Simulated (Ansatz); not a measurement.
Job for Ansatz (a program for electronic structure): U-wB97X-V/cc-pVTZ on GaH, a point of a bond scan (R = 6.756 Å).

Ansatz 0.2 input:
```yaml
crystal:
  periodic: [false, false, false]
  atoms:
    - {symbol: Ga, position_ang: [-0.00000000, -0.00000000, -0.05278299]}
    - {symbol: H, position_ang: [0.00000000, 0.00000000, 6.70344005]}
basis:
  gaussian:
    orbitals: cc-pVTZ
hamiltonian:
  xc: {name: wB97X-V}
magnetization: {spin_polarized: true, initial_magnetization: 0}
```

The head of its log:

```
WARN ansatz: RAYON_NUM_THREADS=2 ignored (pool sized by the plan → 2); use --threads N
Functional definition: wB97X-V
integrals: 0.01 GiB planned
351 factors; integrals over basis functions are off by at most 1.6e-4 eV
integrals: 0.05 GiB planned
104 factors; integrals over basis functions are off by at most 5.1e-5 eV
mean field: 0.23 GiB planned
mean field evaluation 1: about -52381.2226 eV, gradient 1.3e1 eV
mean field evaluation 2: about -52371.6127 eV, gradient 1.6e1 eV
```

Task: Give the final energy of this run.

Result: -1925.1588 hartree. Its determinant has ⟨S²⟩ = 1.00, a mixture of spin states.
